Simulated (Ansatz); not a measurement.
`C[O][AlH][Cl]` + H₂ → `C[O][AlH2]` + HCl at 298.15 K and 1 bar (hydrogenolysis of the Al–Cl bond).

Computed with Ansatz on PBE0-D4/def2-TZVP structures; ΔE is electronic, products minus reactants. CCSD(T)/CBS adds triple-zeta CCSD(T) − MP2 to the extrapolated MP2 energy (def2 sets, frozen cores). This one scheme is used for every species. Each species was taken in one conformer, which may not be the lowest.

```csv
species,CCSD(T)/CBS energy (Eh),H − E (kJ/mol),S (J/(mol·K))
`C[O][AlH][Cl]`,-817.53357,151.9,333.5
H₂,-1.17544,35.1,130.4
`C[O][AlH2]`,-358.26893,161.5,296.6
HCl,-460.38127,26.6,186.8
```

H − E and S are ideal-gas, rigid-rotor, harmonic terms from PBE0-D4/def2-TZVP, for one conformer and one mirror image of each species. The MP2-based limit puts H₂ 0.8 mEh under its directly extrapolated value; such offsets cancel only in part. 1 Eh = 2625.50 kJ/mol, R = 8.31446 J/(mol·K).

**Question.** By hand: ΔE, ΔH, ΔS and ΔG.

**Answer.** ΔE = (-358.26893) + (-460.38127) − (-817.53357) − (-1.17544) = 0.05881 Eh = 154.4 kJ/mol. Δ(H − E) = 161.5 + 26.6 − 151.9 − 35.1 = 1.1, so ΔH = 155.5 kJ/mol. ΔS = 296.6 + 186.8 − 333.5 − 130.4 = 19.5 J/(mol·K). ΔG = 155.5 − 298.15 × (19.5)/1000 = 149.7 kJ/mol.

**Question.** By hand: the equilibrium constant, and the temperature at which ΔG would vanish if ΔH and ΔS stayed fixed.

**Answer.** log₁₀ K = −ΔG/(RT ln 10) = -26.2. ΔG = 0 at ΔH/ΔS = 7974 K, far beyond where these terms or the molecules hold.

ΔH outweighs TΔS. A doubt of 5 kJ/mol in ΔE shifts log₁₀ K by 0.9 here. Other conformers and mirror images would add mixing entropy, several J/(mol·K) or more a flexible species. These are equilibria of isolated gas molecules and say nothing of rates. Largest T1 diagnostic: 0.012 (customary marks: 0.02 for closed shells, 0.045 for open ones).
